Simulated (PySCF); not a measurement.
## Shapes and spin states of PtH₃⁻

Method: PySCF, PBE0, basis Pt def2-TZVPD with ECP60, H def2-TZVPD (scalar-relativistic core potentials, no spin–orbit coupling, density fitting).

Relaxations began from a few typed shapes and spin states; open shells are unrestricted. The search is not exhaustive: other isomers or separated fragments can lie lower, and high-lying points may rest on an excited occupation.

Problem. Which is the lowest minimum found?
A. triplet C2v: Pt–H 1.644 Å, Pt–H 1.669 Å (×2); H–Pt–H 92.6° (×2), H–Pt–H 174.8°
B. singlet C2v: H–H 1.039 Å, Pt–H 1.618 Å (×2), Pt–H 1.661 Å; H–H–Pt 71.3° (×2), H–Pt–H 37.4°, H–Pt–H 161.3° (×2)
C. singlet C2v: Pt–H 1.506 Å, Pt–H 1.667 Å (×2); H–Pt–H 89.5° (×2), H–Pt–H 178.9°

Solution. B. The others lie at 8.8 (singlet C2v), 188.2 (triplet C2v) kJ/mol above it.

For the lowest minimum: stability towards spin polarisation was not tested. The lowest empty level of this anion is unbound, so it and the gap depend on the basis. With an element this heavy the missing spin–orbit coupling can shift these numbers.
